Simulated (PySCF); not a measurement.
C3H7NOSi, SMILES C[C@@H](C#N)[SiH2]O.

The structure is a stationary point at B3LYP-D3(BJ)/def2-SVP. The structure was generated by enumeration; whether it is a known compound was not checked. Other conformers were not sampled.

Two levels are set side by side: TDDFT-PBE/def2-SVPD (PySCF) and TDDFT-LC-ωPBE/def2-SVPD (PySCF). Vertical, same geometry. The lowest singlet is HOMO→LUMO 93 % with PBE and HOMO→LUMO+3 23 %, HOMO→LUMO+1 20 %, HOMO→LUMO+5 6 %, HOMO→LUMO+7 5 % with the other functional; states are paired by order. Differences are taken from unrounded values.

| quantity | TDDFT-LC-ωPBE |
|---|---|
| lowest singlet excitation (eV) | 7.40 |
| lowest triplet excitation (TDA) (eV) | 6.14 |

### Question
What does TDDFT-PBE give, and how far is it from TDDFT-LC-ωPBE? (An estimate is asked for; the answer gives what the named calculation found.)

### Answer

| quantity | TDDFT-PBE | TDDFT-PBE minus TDDFT-LC-ωPBE |
|---|---|---|
| lowest singlet excitation (eV) | 6.36 | -1.05 |
| lowest triplet excitation (TDA) (eV) | 5.93 | -0.21 |

A lower first singlet is the usual sign of a functional without exact exchange. Differences between two approximate levels are no errors against the true value.

Rough cost on one machine, each run with all the roots and properties that it gave: TDDFT-LC-ωPBE against TDDFT-PBE about 6 times.
